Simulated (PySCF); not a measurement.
CH7F2NSi2, SMILES NC([SiH2]F)[SiH2]F. Atoms are numbered in the order given.

```xyz
13

N      0.9098    -1.5526     0.1115
C      0.4218    -0.2857    -0.4854
Si     1.3157     1.2087     0.2217
F      0.9770     1.1958     1.8219
Si    -1.4528    -0.2593    -0.3296
F     -2.1040    -1.3269    -1.3710
H      0.8241    -1.5091     1.1285
H      1.9022    -1.6917    -0.0853
H      0.5897    -0.3150    -1.5817
H      0.8908     2.5295    -0.3253
H      2.7895     1.0200     0.0816
H     -1.9781     1.0906    -0.6819
H     -1.8545    -0.6532     1.0478
```

The structure is a stationary point at r2SCAN-D4/def2-SVP. This is a generated structure with no PubChem entry under its InChIKey; it may be hypothetical. One conformer was computed; it need not be the lowest.

Level of theory: PySCF with PBE/pcSseg-1.

GIAO shieldings, no solvent; atoms listed in one row are averaged. δ = σ(ref) − σ: ¹⁵N against NH3 (σ = 267.0 ppm); ¹³C against TMS (σ = 182.0 ppm); ²⁹Si against TMS (σ = 335.4 ppm); ¹⁹F against CFCl3 (σ = 133.6 ppm); ¹H against TMS (σ = 31.49 ppm), references at their B3LYP-D3(BJ)/def2-TZVP geometries, non-relativistic.

Q: Estimate the chemical shifts. (The exact figures need the calculation; the answer reports its results.)

A: 
```tsv
nucleus	atoms	count	δ (ppm)
¹⁵N	N1	1	28.5
¹³C	C2	1	41.8
²⁹Si	Si3, Si5	2	7.5
¹⁹F	F6	1	-251.1
¹⁹F	F4	1	-260.8
¹H	H10	1	5.97
¹H	H12	1	5.71
¹H	H13	1	5.65
¹H	H11	1	5.38
¹H	H9	1	2.47
¹H	H7	1	1.18
¹H	H8	1	0.65
```
